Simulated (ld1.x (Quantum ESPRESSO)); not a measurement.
**B (Z = 5): excitation energies, all-electron against RRKJ**

ld1.x (Quantum ESPRESSO) 7.5 input, shortened:

```
&input
   title='B', zed=5., rel=1, dft='PBE', iswitch=3,
   config='[He] 2s2 2p0.5 3d-2'
 /
 &inputp
   pseudotype=2, tm=.false., lloc=1,
   nlcc=.true., rcore=0.80
 /
3
2S  1  0   2.00   0.00  1.35  1.35  0.0
3D  3  2  -2.00   0.50  3.00  3.00  0.0
2P  2  1   0.50   0.00  3.15  3.15  0.0
 &test
   configts(1)='2s2 2p0.5'
 /
```

Energies are relative to the spin-unpolarised reference configuration 2s2 2p0.5; without spin polarisation the order of configurations can differ from experiment.

```csv
valence configuration,charge,ΔE all-electron (eV),error AE − PS (meV)
2s2 2p1,0,-2.887,+7.8
2s2 2p0,+1,5.332,+34
2s0 2p3,0,8.833,+2.2
2s1 2p1,+1,11.473,-60
2s2 2p1.3,-0.3,-3.626,+8.9
2s1 2p2,0,2.963,+21
```

**Question.** What are ΔE and the potential's error for 2s1 2p0?

**Answer.** ΔE = 30.755 eV all-electron; the error (AE − PS) is +192 meV.
